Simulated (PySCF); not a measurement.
**K⁺ (potassium, charge +1) across methods**

[Ar], closed-shell 1S. All numbers are calculated (PySCF 2.14, scalar relativity by spin-free X2C-1e, in aug-cc-pwCVTZ-X2C (9s8p6d3f, 84 functions)).

```
 method  E (hartree)  mean ε 2p (eV)  mean ε 3s (eV)  mean ε 3p (eV)  Σ⟨r²⟩ (bohr²)   ⟨S²⟩
    UHF   -601.31652         -319.57         -53.791         -31.839          19.48  0.000
    PBE     -601.859         -286.45         -41.448         -24.880          19.48  0.000
  B3LYP     -602.088         -293.64         -44.139         -26.525          19.51  0.000
 r2SCAN     -602.037         -290.14         -42.815         -25.464          19.40  0.000
  TPSSh     -602.087         -290.50         -43.310         -25.858          19.41  0.000
    LDA     -600.317         -286.40         -41.357         -24.966          19.54  0.000
   PBE0     -601.903         -294.99         -44.837         -26.906          19.42  0.000
wB97X-V     -601.996         -295.87         -47.510         -29.511          19.47  0.000
```

(1) Estimate the same row for wB97X.

## Answers

(1) E (hartree) = -602.084; mean ε 2p (eV) = -295.67; mean ε 3s (eV) = -47.429; mean ε 3p (eV) = -29.481; Σ⟨r²⟩ (bohr²) = 19.38; ⟨S²⟩ = 0.000.
